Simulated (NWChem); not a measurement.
# GeBr cation, singlet

```xyz
2

Ge     0.0000     0.0000    -1.1674
Br     0.0000     0.0000     1.0676
```
Atoms are numbered in this order, from 1.

Low-valent species are run as closed-shell singlets; no triplet was tried in these runs. All runs use the structure optimised with B3LYP/6-31G* (spherical d).

### Question
List the 6 lowest vertical singlet excitations from CAM-B3LYP/def2-SVP, TDA (NWChem).

### Answer
```csv
state,energy (eV),oscillator strength,leading excitation (squared amplitude)
S1,4.33,0.000,HOMO−1 → LUMO+1 (0.50)
S2,4.54,0.000,HOMO−1 → LUMO (0.50)
S3,4.54,0.000,HOMO−1 → LUMO+1 (0.50)
S4,4.81,0.029,HOMO−2 → LUMO (0.98)
S5,4.81,0.029,HOMO−2 → LUMO+1 (0.98)
S6,6.09,0.085,HOMO−1 → LUMO (0.38)
```
